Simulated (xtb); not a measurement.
C4H12O4Ti (SMILES C[O][Ti]([O]C)([O]C)[O]C), singlet, geometry from GFN2-xTB (such geometries of metal compounds can be far from the true shape); GFN2-xTB with GBSA(thf) (xtb).

xtb was given this input:
```
$ xtb mol.xyz --gfn 2 --gbsa thf --json

# file mol.xyz
21

Ti     0.19602624    -0.03307698     0.08517431
O     -1.51939867     0.14731289     0.35357079
C     -1.98994423     0.64490125     1.57025692
H     -1.59867019     1.66230384     1.74866106
H     -3.08982221     0.68845792     1.54398018
H     -1.68060457    -0.00915351     2.40409188
O      0.33180974    -0.84766475    -1.42954178
C     -0.42435284    -0.66480244    -2.58306497
H      0.01990371     0.11992038    -3.21776086
H     -0.44832220    -1.60085573    -3.16140320
H     -1.46054878    -0.38028409    -2.32597764
O      0.88996103    -0.95604241     1.37931825
C      0.88730172    -2.34777466     1.38082381
H      1.41376826    -2.74208824     0.49486502
H      1.39712590    -2.71598517     2.28409083
H     -0.14871883    -2.73233309     1.38303900
O      0.89298050     1.55622209     0.11421783
C      0.65260328     2.51505484    -0.86437782
H     -0.40364078     2.48363879    -1.19361958
H      0.86303675     3.51669816    -0.45871038
H      1.30744687     2.35447787    -1.73743967
```

Problem. Write the output that xtb gives for this input, abridged.

Solution. 
```
   ID    Z sym.   atoms
    1   22 Ti     1
    2    8 O      2, 7, 12, 17
    3    6 C      3, 8, 13, 18
    4    1 H      4-6, 9-11, 14-16, 19-21

           -------------------------------------------------
          |                Calculation Setup                |
           -------------------------------------------------

molecular fragmentation (1/2 indicates fragments):
111112111121111222222
# atoms in fragment 1/2:    13     8
 fragment masses (1/2) :      137.94       34.06
CMA distance (Bohr)    :   4.469
constraining FC (au)   :  0.0500

           -------------------------------------------------
          |                 G F N 2 - x T B                 |
           -------------------------------------------------

      * Solvation model:               GBSA
        Solvent                        thf
        Parameter file                 internal GFN2-xTB/GBSA
        Dielectric constant                7.6000E+00
        Reference state                gsolv [1 M gas/solution]
        Free energy shift                  3.3994E-03 Eh       2.1331E+00 kcal/mol
        Temperature                        2.9815E+02 K
        Density                            8.8300E-01 kg/L
        Solvent mass                       7.2106E+01 g/mol
        Interaction kernel             Still
        Born radius scaling (c1)           1.5128E+00
        Born radii integrator          GBOBC
        Born offset                        6.0704E-04 a0       1.1471E-03 AA
        H-bond correction              true
        Ion screening                  false
        Surface tension                    1.0000E-05 Eh       1.5569E+01 dyn/cm
        Grid points                               230 per atom

          ...................................................
          :                      SETUP                      :
          :.................................................:
          :  # basis functions                  54          :
          :  # atomic orbitals                  53          :
          :  # shells                           31          :
          :  # electrons                        56          :
          :  max. iterations                   250          :
          :  Hamiltonian                  GFN2-xTB          :
          :  restarted?                      false          :
          :  GBSA solvation                   true          :
          :  PC potential                    false          :
          :  electronic temp.          300.0000000     K    :
          :  accuracy                    1.0000000          :
          :  -> integral cutoff          0.2500000E+02      :
          :  -> integral neglect         0.1000000E-07      :
          :  -> SCF convergence          0.1000000E-05 Eh   :
          :  -> wf. convergence          0.1000000E-03 e    :
          :  Broyden damping             0.4000000          :
          :  net charge                          0          :
          :  unpaired electrons                  0          :
          ...................................................

 iter      E             dE          RMSdq      gap      omega  full diag
   1    -32.7924771 -0.327925E+02  0.651E+00    2.88       0.0  T
   2    -32.9769142 -0.184437E+00  0.315E+00    4.66       1.0  T
   3    -32.9874744 -0.105602E-01  0.158E+00    4.10       1.0  T
   4    -32.9880397 -0.565336E-03  0.298E-01    4.03       1.0  T
   5    -32.9880554 -0.157277E-04  0.182E-01    4.20       1.0  T
   6    -32.9883886 -0.333197E-03  0.546E-02    4.12       1.0  T
   7    -32.9883894 -0.721457E-06  0.183E-02    4.11       1.2  T
   8    -32.9883912 -0.183311E-05  0.562E-03    4.12       3.9  T
   9    -32.9883912  0.351139E-07  0.403E-03    4.12       5.4  T
  10    -32.9883913 -0.133451E-06  0.788E-04    4.12      27.7  T
  11    -32.9883913 -0.492227E-08  0.183E-04    4.12     119.5  T

   *** convergence criteria satisfied after 11 iterations ***

[...]
         :: total energy             -32.720597072198 Eh    ::
[...]
     2   8 O        1.578    -0.475    22.415     6.389
     3   6 C        3.905     0.046    19.739     6.315
     4   1 H        0.923     0.064     2.156     2.296
     5   1 H        0.923     0.064     2.158     2.297
     6   1 H        0.923     0.063     2.168     2.302
     7   8 O        1.578    -0.481    22.535     6.406
     8   6 C        3.811     0.050    19.734     6.323
     9   1 H        0.923     0.054     2.273     2.358
    10   1 H        0.923     0.058     2.217     2.329
    11   1 H        0.922     0.066     2.127     2.281
    12   8 O        1.578    -0.484    22.610     6.416
    13   6 C        3.890     0.051    19.671     6.305
    14   1 H        0.923     0.057     2.236     2.338
    15   1 H        0.923     0.055     2.262     2.352
    16   1 H        0.922     0.058     2.219     2.330
    17   8 O        1.578    -0.483    22.571     6.411
    18   6 C        3.870     0.051    19.676     6.307
    19   1 H        0.922     0.064     2.156     2.296
    20   1 H        0.923     0.058     2.228     2.334
    21   1 H        0.923     0.052     2.291     2.367

 Mol. C6AA /au·bohr⁶  :       4036.444629
 Mol. C8AA /au·bohr⁸  :     117217.847065
 Mol. α(0) /au        :         99.676862

Wiberg/Mayer (AO) data.
largest (>0.10) Wiberg bond orders for each atom

 ---------------------------------------------------------------------------
     #   Z sym  total        # sym  WBO       # sym  WBO       # sym  WBO
 ---------------------------------------------------------------------------
     1  22 Ti   4.668 --     7 O    0.981    17 O    0.970     2 O    0.970
                            12 O    0.963     3 C    0.106
     2   8 O    2.135 --     3 C    1.003     1 Ti   0.970
     3   6 C    3.963 --     2 O    1.003     5 H    0.965     6 H    0.934
                             4 H    0.933     1 Ti   0.106
     4   1 H    0.996 --     3 C    0.933
     5   1 H    0.996 --     3 C    0.965
     6   1 H    0.996 --     3 C    0.934
     7   8 O    2.140 --     8 C    1.002     1 Ti   0.981
     8   6 C    3.961 --     7 O    1.002    10 H    0.965     9 H    0.952
                            11 H    0.927
     9   1 H    0.997 --     8 C    0.952
    10   1 H    0.996 --     8 C    0.965
    11   1 H    0.996 --     8 C    0.927
    12   8 O    2.125 --    13 C    1.008     1 Ti   0.963
    13   6 C    3.963 --    12 O    1.008    15 H    0.966    14 H    0.938
                            16 H    0.937
    14   1 H    0.996 --    13 C    0.938
    15   1 H    0.997 --    13 C    0.966
    16   1 H    0.996 --    13 C    0.937
    17   8 O    2.132 --    18 C    1.008     1 Ti   0.970
    18   6 C    3.961 --    17 O    1.008    20 H    0.965    21 H    0.948
                            19 H    0.926
    19   1 H    0.995 --    18 C    0.926
    20   1 H    0.997 --    18 C    0.965
    21   1 H    0.997 --    18 C    0.948
 ---------------------------------------------------------------------------

Topologies differ in total number of bonds
Writing topology from bond orders to xtbtopo.mol

molecular dipole:
                 x           y           z       tot (Debye)
 q only:       -0.796       0.149      -0.488
   full:       -0.602       0.099      -0.502       2.008
molecular quadrupole (traceless):
                xx          xy          yy          xz          yz          zz
 q only:       -6.299      -2.404       3.706      -2.890      -4.013       2.593
  q+dip:       -4.980      -1.970       3.383      -3.549      -3.767       1.597
   full:       -5.414      -2.133       3.394      -3.176      -3.811       2.020

           -------------------------------------------------
          | TOTAL ENERGY              -32.720597072198 Eh   |
          | GRADIENT NORM               0.008365130243 Eh/α |
          | HOMO-LUMO GAP               4.116080978139 eV   |
           -------------------------------------------------

normal termination of xtb
```
